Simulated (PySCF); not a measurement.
Delta-SCF ions had no search for a lower state. Excitations are Tamm–Dancoff values on a coarser integration grid. The basis has no diffuse functions, so Rydberg states are missing or too high.

## H₆BBrSi₂, SMILES `B([SiH3])([SiH3])Br` (charge 0, multiplicity 1)

Calculation: PBE-D3(BJ)/def2-TZVP (PySCF).

```json
{
 "HOMO": "-6.30 eV",
 "dipole_moment": "0.06 D",
 "HOMO–LUMO gap": "2.60 eV",
 "LUMO": "-3.71 eV",
 "S1 excitation (TDA)": "2.82 eV",
 "S1 oscillator strength": "0.000",
 "brightest of the four lowest singlets (TDA)": "5.02 eV",
 "T1 excitation (TDA)": "2.27 eV",
 "S1–T1 gap (TDA)": "0.55 eV",
 "vertical ionisation energy (Delta-SCF)": "8.99 eV",
 "total_energy": "-3180.8843 Ha",
 "cost": "very roughly 2.4 core-minutes"
}
```

Bonded distances (Å): Si1–B2 2.020, Si1–H5 1.498, Si1–H6 1.497, Si1–H7 1.500, B2–Si3 2.013, B2–Br4 1.918, Si3–H8 1.495, Si3–H9 1.500, Si3–H10 1.501. Angles (°): B2–Si1–H5 110.0, B2–Si1–H6 112.8, B2–Si1–H7 108.7, H5–Si1–H6 108.8, H5–Si1–H7 108.1, H6–Si1–H7 108.4, Si1–B2–Si3 124.2, Si1–B2–Br4 116.3, Si3–B2–Br4 119.5, B2–Si3–H8 114.6, B2–Si3–H9 108.8, B2–Si3–H10 108.0, H8–Si3–H9 109.2, H8–Si3–H10 109.1, H9–Si3–H10 106.9.
